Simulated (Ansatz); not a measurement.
C5H11Al, singlet, geometry from GFN2-xTB (such geometries of metal compounds can be far from the true shape), atoms displaced at random by about 0.08 Å a coordinate; Ansatz (a quantum-chemistry and plane-wave program) with HF/STO-3G, gradient.

Ansatz was given this input:
Ansatz 0.2 input:
```yaml
crystal:
  periodic: [false, false, false]
  atoms:
    - {symbol: Al, position_ang: [-0.24823418, 0.15099669, 0.67922416]}
    - {symbol: C, position_ang: [-0.46843715, 0.35161203, 2.43406302]}
    - {symbol: H, position_ang: [-1.02559963, -0.51494184, 2.99642447]}
    - {symbol: H, position_ang: [-1.08227182, 1.24662989, 2.96288039]}
    - {symbol: H, position_ang: [0.49943738, 0.26138231, 2.97132034]}
    - {symbol: C, position_ang: [1.16040009, 1.05791366, -0.43786353]}
    - {symbol: C, position_ang: [2.24656978, 0.06422330, -0.99619959]}
    - {symbol: H, position_ang: [1.95377436, 1.60361816, 0.22619863]}
    - {symbol: H, position_ang: [0.99749192, 1.44573036, -1.21120357]}
    - {symbol: H, position_ang: [1.90966951, -0.92946712, -1.60783349]}
    - {symbol: H, position_ang: [2.68897982, -0.72267984, 0.08797377]}
    - {symbol: H, position_ang: [3.23432710, 0.43443804, -1.46969777]}
    - {symbol: C, position_ang: [-1.64991160, -0.71416232, -0.46255739]}
    - {symbol: C, position_ang: [-1.51481117, -0.80066727, -1.86552351]}
    - {symbol: H, position_ang: [-2.61508685, -1.28394134, -0.12953446]}
    - {symbol: H, position_ang: [-2.42096101, -1.45246182, -2.43283338]}
    - {symbol: H, position_ang: [-0.76825542, -0.21067051, -2.37900666]}
basis:
  gaussian:
    orbitals: STO-3G
hamiltonian:
  xc: hf
output: {forces: true}
```

What the program printed (banner, timings and long lists left out):

```
Functional definition: HF
593 factors; integrals over basis functions are off by at most 9.3e-5 eV
mean field evaluation 1: about -11759.4117 eV, gradient 1.8e1 eV
mean field evaluation 2: about -11759.6148 eV, gradient 1.8e1 eV
mean field evaluation 4: about -11761.1413 eV, gradient 2.2e0 eV
mean field evaluation 8: about -11761.1565 eV, gradient 2.0e-2 eV
mean field -11761.15649861 eV, -432.2145293256 hartree, gradient 3.3e-5 eV, S^2 0.000000; 0 other end points of the search recorded, 0 dependent functions left out
the calculation of the forces begins
reference -11761.15649861 eV, -432.2145293256 hartree; 27, 27 occupied and 18, 18 virtual orbitals, 593 factors
Total energy: -11761.15649861 eV, -432.2145293256 hartree
Atom 0 at    -0.248234     0.150997     0.679224 Å, force    -1.008164     0.535629    -6.617120 eV/Å
Atom 1 at    -0.468437     0.351612     2.434063 Å, force    -2.885768    -0.323300     9.097251 eV/Å
Atom 2 at    -1.025600    -0.514942     2.996424 Å, force     1.221386     1.762620    -2.447948 eV/Å
Atom 3 at    -1.082272     1.246630     2.962880 Å, force     2.646534    -2.387933    -2.671285 eV/Å
Atom 4 at     0.499437     0.261382     2.971320 Å, force    -0.645841     0.947086    -0.573198 eV/Å
Atom 5 at     1.160400     1.057914    -0.437864 Å, force     7.459654    -8.960883    15.489711 eV/Å
Atom 6 at     2.246570     0.064223    -0.996200 Å, force     3.016897    -9.999097     4.144504 eV/Å
Atom 7 at     1.953774     1.603618     0.226199 Å, force    -3.362670     0.116742    -1.702015 eV/Å
Atom 8 at     0.997492     1.445730    -1.211204 Å, force    -4.503389     9.022695   -13.139273 eV/Å
Atom 9 at     1.909670    -0.929467    -1.607833 Å, force     0.443001     4.219971     1.110876 eV/Å
Atom 10 at     2.688980    -0.722680     0.087974 Å, force    -1.674978     4.366985    -5.018427 eV/Å
Atom 11 at     3.234327     0.434438    -1.469698 Å, force    -2.671699    -0.056443     0.976758 eV/Å
Atom 12 at    -1.649912    -0.714162    -0.462557 Å, force    -0.124478    -1.256522    -4.404696 eV/Å
Atom 13 at    -1.514811    -0.800667    -1.865524 Å, force    -5.088009    -1.992349     5.117747 eV/Å
Atom 14 at    -2.615087    -1.283941    -0.129534 Å, force     2.807760     1.442396    -0.149182 eV/Å
Atom 15 at    -2.420961    -1.452462    -2.432833 Å, force     4.312390     3.126404     1.522903 eV/Å
Atom 16 at    -0.768255    -0.210671    -2.379007 Å, force     0.057376    -0.564002    -0.736606 eV/Å
Dipole moment:     0.031795     0.019462     0.282040 e Å
```
